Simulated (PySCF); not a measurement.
**As: electron affinity**

As⁻ [Ar] 3d10 4s2 4p4 (3P) → As [Ar] 3d10 4s2 4p3 (4S), as a difference of total energies. All numbers are calculated (PySCF 2.14, scalar relativity through the core potential, in aug-cc-pwCVTZ-PP with ECP10MDF). Correlated levels: valence: 3s2 3p6 3d10 frozen. The calculations carry no spin-orbit coupling.

```
           method  electron affinity (eV)
              UHF                  -0.297
    MP2 (valence)                   0.460
SCS-MP2 (valence)                   0.523
   CCSD (valence)                   0.551
CCSD(T) (valence)                   0.613
```

The reference lies between the lowest fine-structure levels, while these numbers refer to the centres of the terms.

Errors of the correlated levels include the incompleteness of this basis and the frozen core.

A negative affinity means that the anion lies above the atom at that level of theory.

For comparison: 0.804 eV (measured; photodetachment measurements, as compiled on the Wikipedia data page of electron affinities).
